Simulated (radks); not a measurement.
The numbers below are computed, except where a source is named.
All-electron atom: In13+ in [Kr] (the NIST ground configuration). Level of theory: Dirac Kohn-Sham, PBEsol, spin-unpolarised, spherical densities, point nucleus (a radial shooting solver on a logarithmic mesh with Libxc functionals).

Spin-orbit splittings of the eigenvalues, e(l+1/2) - e(l-1/2), with zeta = 2 splitting/(2l+1) and mean radii in bohr:

2p: occ. 6; splitting (eV) 210.7; zeta (eV) 140.5; <r> j=l-1/2 0.1084; <r> j=l+1/2 0.1137
3p: occ. 6; splitting (eV) 38.55; zeta (eV) 25.70; <r> j=l-1/2 0.3376; <r> j=l+1/2 0.3485
3d: occ. 10; splitting (eV) 7.970; zeta (eV) 3.188; <r> j=l-1/2 0.3191; <r> j=l+1/2 0.3225
4p: occ. 6; splitting (eV) 8.664; zeta (eV) 5.776; <r> j=l-1/2 0.8088; <r> j=l+1/2 0.8282
